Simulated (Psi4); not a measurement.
Internal rotation in CH6GeO2Si, SMILES [SiH2]([GeH3])C(O)=O. Scanned: dihedral Si4–C2–O3–H6 and dihedral O1–C2–Si4–Ge5; all other coordinates were relaxed at GFN2-xTB. Points at φ and −φ are mirror images.

Atom numbering (GFN2-xTB optimised geometry, Å):
```
11

O      2.7328    -0.5737     0.1046
C      1.5952    -0.1902     0.0440
O      1.2864     1.1090    -0.1151
Si    -0.0239    -1.2146     0.1447
Ge    -1.5951     0.4911    -0.0798
H      2.0792     1.6694    -0.1716
H      0.0135    -2.2000    -0.9371
H     -0.0181    -1.9169     1.4290
H     -1.5387     1.5401     0.9857
H     -3.0238     0.0258    -0.0438
H     -1.5075     1.2598    -1.3606
```

Method: PBE/def2-SVP // GFN2-xTB run with Psi4.

Energy in kcal/mol above the lowest grid point; x is the dihedral Si4–C2–O3–H6 (°), y the dihedral O1–C2–Si4–Ge5 (°).

| y \ x | -150 | -120 | -90 | -60 | -30 | 0 | 30 | 60 | 90 | 120 | 150 | 180 |
|---|---|---|---|---|---|---|---|---|---|---|---|---|
| 180 | 4.1 | 10.4 | 14.9 | 10.3 | 6.4 | 5.1 | 6.4 | 10.3 | 14.9 | 10.4 | 4.1 | 1.6 |
| 150 | 3.4 | 9.6 | 14.3 | 10.7 | 6.1 | 4.3 | 5.8 | 9.9 | 14.1 | 10.8 | 4.1 | 1.2 |
| 120 | 2.8 | 9.3 | 13.5 | 10.0 | 5.7 | 4.4 | 6.0 | 10.1 | 13.4 | 9.6 | 3.1 | 0.2 |
| 90 | 3.1 | 10.0 | 13.1 | 9.4 | 5.4 | 4.4 | 6.3 | 10.7 | 13.7 | 8.9 | 2.4 | 0.0 |
| 60 | 2.9 | 9.7 | 13.8 | 9.4 | 5.4 | 4.3 | 6.0 | 10.4 | 14.3 | 9.5 | 2.7 | 0.1 |
| 30 | 2.7 | 9.5 | 14.0 | 10.4 | 6.1 | 4.6 | 6.0 | 10.1 | 14.1 | 10.2 | 3.2 | 0.3 |
| 0 | 3.4 | 10.2 | 14.0 | 10.7 | 6.6 | 5.2 | 6.6 | 10.7 | 14.0 | 10.2 | 3.4 | 0.6 |
| -30 | 3.2 | 10.2 | 14.1 | 10.1 | 6.0 | 4.6 | 6.1 | 10.4 | 14.0 | 9.5 | 2.7 | 0.3 |
| -60 | 2.7 | 9.5 | 14.3 | 10.4 | 6.0 | 4.3 | 5.4 | 9.4 | 13.8 | 9.7 | 2.9 | 0.1 |
| -90 | 2.4 | 8.9 | 13.7 | 10.7 | 6.3 | 4.4 | 5.4 | 9.4 | 13.1 | 10.0 | 3.1 | 0.0 |
| -120 | 3.1 | 9.6 | 13.4 | 10.1 | 6.0 | 4.4 | 5.7 | 10.0 | 13.5 | 9.3 | 2.8 | 0.2 |
| -150 | 4.1 | 10.8 | 14.1 | 9.9 | 5.8 | 4.3 | 6.1 | 10.7 | 14.3 | 9.6 | 3.4 | 1.2 |

Points that lie below all their neighbours on the grid: x = 180, y = -90 (0.0 kcal/mol); x = 180, y = 90 (0.0 kcal/mol); x = 0, y = -60 (4.3 kcal/mol); x = 0, y = 60 (4.3 kcal/mol); x = 0, y = -150 (4.3 kcal/mol); x = 0, y = 150 (4.3 kcal/mol). The lowest path on the grid from the first to the second passes x = 180, y = 0 at 0.6 kcal/mol.
